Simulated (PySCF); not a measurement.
**Structure elucidation problem**

Molecular formula: C5H9N3OSi. Simulated spectra:

¹H NMR (300 MHz, computed): δ 4.61 (s, 3H), 4.04 (s, 3H), 2.57 (s, 3H).

¹³C{¹H} NMR (computed): δ 193.6 (C), 154.2 (C), 144.3 (C), 41.9 (CH3), 28.8 (CH3).

No relativistic terms, isolated molecule, fast rotation and ring inversion assumed for equivalent nuclei, a single conformation. Geometry from PBE0-D3(BJ)/def2-SVP; shieldings: GIAO PBE/pcSseg-1; PySCF 2.14.0 with density-fitted response routines.

δ = σ(ref) − σ, references computed at the same level: TMS for ¹H and ¹³C.

What is the structure?

Answers


1. Rings plus π bonds: 4 (1 ring in the answer).
2. 5 carbon signals for 5 carbons: no two carbons are equivalent.
3. Carbon types of the structure: 3 × C, 2 × CH3, leaving 3 H on heteroatoms.
4. δC 193.6: ketone carbonyl carbon; the double bond to the heteroatom, with no lone-pair donor beside it, deshields it most.
5. δC 154.2, 144.3: substituted aromatic carbon next to a ring nitrogen.
6. δC 41.9: methyl carbon bonded to N; deshielded by the electronegative neighbour.
7. δC 28.8: methyl carbon α to a carbonyl; α to the electron-withdrawing carbonyl group.
8. δH 4.61: hydrogen on a silicon bonded to C.
9. δH 4.04: hydrogen on a methyl carbon bonded to N; its carbon carries N, which withdraws density.
10. δH 2.57: hydrogen on a methyl carbon α to a carbonyl; α to C=O.

The compound is SMILES n1n(C)nc(C(C)=O)c1[SiH3].

The data come from this structure; uniqueness wasn't tested.

Shifts are as computed. Against solution values, carbons near 30 ppm lie about +2 ppm off and those near 130 ppm about +2 ppm (rms about the fit 1.8 ppm; single classes can miss by 10 ppm). Of 1328 compounds with measured shifts, 309 miss one by over three times the rms of a fit or turn the order of signals round; such compounds aren't used in these exercises. Signals without a measured value on file couldn't be tested in this way. Multiplicities follow the n + 1 count of equivalent neighbours, as no J values were calculated; m marks all less simple cases, F and P coupling included.
